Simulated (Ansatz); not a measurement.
# Redistribution: SiH3(CH3) + Si(NH2)4 → SiH2(CH3)(NH2) + SiH(NH2)3

Species: SiH3(CH3) (methylsilane), singlet; Si(NH2)4, singlet; SiH2(CH3)(NH2), singlet; SiH(NH2)3, singlet. The partners trade H for NH2; both sit on Si, so the bond types are kept.

Shapes, held fixed at every level: PBE0-D4/def2-TZVP. Flexible molecules stand in one conformer, not always the lowest. Programs: Ansatz 0.2.0. The zero-point and thermal change to 298 K, harmonic and unscaled (PBE0-D4/def2-TZVP), is +0.8 kJ/mol.

```
               level                    kind  ΔH(298 K) (kJ/mol)  less CCSD(T)/CBS estimate  CPU time (sum over the molecules)
         HF/def2-SVP            Hartree–Fock               +18.3                       +0.7                                  –
    SPW92/def2-TZVPP                     LDA               +18.3                       +0.7                               13 s
r2SCAN-D4/def2-TZVPP                meta-GGA               +18.4                       +0.8                               44 s
 B3LYP-D4/def2-TZVPP           global hybrid               +18.7                       +1.1                               40 s
  wB97X-V/def2-TZVPP  range-separated hybrid               +17.7                       +0.1                               71 s
  CCSD(T)/def2-TZVPP   coupled cluster or CI               +18.9                       +1.3                             18 min
CCSD(T)/CBS estimate   coupled cluster or CI               +17.6                        0.0                             22 min
```

The highest level, CCSD(T)/CBS estimate, gives ΔH(298 K) = +17.6 kJ/mol; the levels span +17.6 to +18.9. The column of differences is taken from that level and isn't an error. No measured value is set beside it here. The CBS estimate extrapolates MP2 from def2-TZVPP and def2-QZVPP and adds CCSD(T) − MP2 in the triple-zeta set, cores frozen. Times are processor times on shared x86 and Arm servers, and rough.
